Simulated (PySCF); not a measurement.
GaFBr2, SMILES [F][Ga]([Br])[Br]. Geometry optimised at ωB97X-D3(BJ)/def2-SVP. The structure was generated by enumeration; whether it is a known compound was not checked.

Method: ωB97X-D3(BJ)/def2-SVP in PySCF.

Harmonic wavenumbers (cm⁻¹): 88, 146, 163, 283, 385, 734. Rotational constants (GHz): 3.120, 0.8082, 0.6419; symmetry number 2.

Problem. Work out the zero-point energy and the ideal-gas rigid-rotor harmonic-oscillator thermochemistry at 298.15 K and 1 atm.

Solution. ZPE = ½ Σ hcν = ½ × 1799 cm⁻¹ = 2.57 kcal/mol. H − E(el) = 6.76 kcal/mol. Entropy in cal/(mol K): translation 42.43, rotation 28.30, vibration 11.74, total 82.47. G − E(el) = -17.83 kcal/mol. Cp = 17.67 cal/(mol K). Modes under 150 cm⁻¹ make the vibrational entropy uncertain.
